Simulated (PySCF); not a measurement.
# What a mistake does to a calculation on BCH6NSi

These are calculations, not measurements. They come from PySCF 2.14.0, an open-source quantum chemistry program, on an isolated molecule that a program drew, which may never have been made. The molecule is BCH6NSi (charge 0, singlet), drawn as the SMILES string `CBN[SiH]`.

Each row is a Hartree-Fock (HF) and frozen-core CCSD(T) single point in the cc-pV(D+d)Z basis, meant for a local HF minimum. Run 1 is clean. Each other run has one planted mistake out of seven kinds, and not every kind appears here: one electron removed, one electron added, multiplicity raised by two, geometry at a saddle point, minimal basis STO-3G, one bond length entered in bohr, all coordinates scaled. The reference is restricted for singlets and unrestricted otherwise, and also for a bond in bohr. Adding or removing an electron swaps singlet and doublet. Electrons count all cores. HOMO and LUMO are orbital energies over both spins, the gradient is its largest component, and the lowest frequency (negative if imaginary) is given only where the gradient is small. Bond lengths are over the 9 bonds as drawn. T1 is the CCSD diagnostic: over 0.02 (restricted) or 0.045 (unrestricted) a single reference is doubtful.

Geometry of the clean run:
```xyz
10
BCH6NSi, angstrom
C    -1.6961   -0.7982   -2.0707
B    -0.4013   -1.6135   -1.6724
N     0.4073   -1.2696   -0.5433
Si    1.8535   -1.9856    0.1018
H    -1.5900   -0.4092   -3.0901
H    -2.5647   -1.4660   -2.0950
H    -1.9281    0.0405   -1.4082
H    -0.0653   -2.5611   -2.3308
H     0.0823   -0.4696   -0.0268
H     1.9784   -3.0923   -0.9233
```

```
run  electrons  basis functions  <S^2>  HOMO (eV)  LUMO (eV)  gradient (hartree/bohr)  lowest frequency (cm^-1)  mean bond (Å)  longest bond (Å)      T1  HF (hartree)  CCSD(T) (hartree)                 mistake
  1         38               95  0.000      -8.82       1.28                  2.0e-05                       102         1.3064             1.738  0.0130    -409.46136         -410.01125                no fault
  2         38               30  0.000      -6.29       6.15                  3.4e-02                         -         1.3064             1.738  0.0157    -404.64036         -404.87019    minimal basis STO-3G
  3         37               95  0.765     -16.61      -6.82                  6.0e-02                         -         1.3064             1.738  0.0192    -409.17502         -409.69600    one electron removed
  4         39               95  0.775      -0.18       8.25                  6.0e-02                         -         1.3064             1.738  0.0210    -409.44053         -410.00381      one electron added
  5         38               95  0.000      -9.00       1.09                  3.1e-02                         -         1.3678             1.820  0.0145    -409.44309         -410.00225  all coordinates scaled
  6         38               95  2.004      -7.26       0.34                  3.0e-02                         -         1.3064             1.738  0.0175    -409.41155         -409.93950                       ?
```

**Which mistake was planted in run 6, and what did it cost?**

Electrons, basis and geometry are unchanged, and <S^2> is 2.004, beside S(S+1) = 2.00 for a multiplicity of 3. So the mistake is: multiplicity raised by two. Subtracting run 1 and multiplying by 627.51 kcal/mol a hartree, the energy moved by 31.3 kcal/mol in HF and 45.0 kcal/mol in CCSD(T).

Cautions from the logs. Run 4: the added electron raises the CCSD(T) energy, so it isn't bound in this basis.
